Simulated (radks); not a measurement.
The numbers below are computed, except where a source is named.
Question: Mean orbital radii <r> (bohr) of the ytterbium ion Yb47+, [Ar] 3d5, of relativity; Dirac values are averaged over j with weights 2j + 1. Spin-unpolarised spherical Kohn-Sham, BLYP, point nucleus unless stated (finite: rms radius 5.3108 fm), a radial shooting solver on a logarithmic mesh with Libxc functionals. A level marked "c x" has the speed of light scaled by that factor and shares open shells by 2j + 1; other Dirac levels either fill j = l - 1/2 first or share by 2j + 1.

shell  non-rel.
1s      0.02165
2s      0.09118
2p      0.07718
3s       0.2228
3p       0.2116
3d       0.1838

Give the values at the level "Dirac, c x 0.75".

Answer: 
shell  Dirac, c x 0.75  change of magnitude (%)
1s             0.01785                   -17.57
2s             0.07451                   -18.28
2p             0.06995                    -9.37
3s              0.1921                   -13.78
3p              0.1966                    -7.09
3d              0.1808                    -1.67
